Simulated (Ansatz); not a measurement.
Basis-set extrapolation for C2H3F3OSi, SMILES `C=CO[Si](F)(F)F` (PBE0-D4/def2-TZVP geometry, frozen core, Ansatz). Multiplicity 1, RHF reference.

```csv
,def2-TZVPP,def2-QZVPP
HF,-740.057658,-740.089605
MP2 correlation,-1.402002,-1.524555
CCSD(T) correlation,-1.469167,not run
```

Energies in hartree. Use E(X) = E(∞) + A·exp(−7.88·√X) for Hartree–Fock and E(X) = E(∞) + B·X^(−2.97) for correlation, with X = 3 and 4, and add CCSD(T) minus MP2 of the smaller set to the MP2 limit.

What is the CCSD(T) energy at the basis-set limit?

HF limit: -740.089605 + (-0.031947) × 0.13774 = -740.09401. MP2 limit: -1.524555 + (-0.122553) × 0.74074 = -1.61533. Higher-order term: -1.469167 − (-1.402002) = -0.06716. Total: -741.77650 hartree, 655.5 kJ/mol below CCSD(T)/def2-TZVPP.
